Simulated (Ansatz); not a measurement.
Series SiXY, Y = amino, computed as singlets and as triplets. Isolated molecules, 0 K electronic values unless said otherwise. One relaxed conformer stands for each flexible species; it need not be the lowest. Strings in code marks are SMILES.

Quantity: adiabatic spin-state energy, in kJ/mol. HF references are unrestricted for open shells and restricted for singlets.

A: `N[SiH]`: multiplicity 3 minus multiplicity 1
B: `N[Si]N`: multiplicity 3 minus multiplicity 1
C: `N[Si][AlH2]`: multiplicity 3 minus multiplicity 1

Question: Rank these by adiabatic spin-state energy (lowest first), as frozen-core CCSDT(Q)/6-31g // PBE0-D3(BJ)/def2-TZVP (Ansatz, an electronic-structure program) gives it.

Answer: C (74.1 kJ/mol), A (161.4 kJ/mol), B (237.6 kJ/mol)
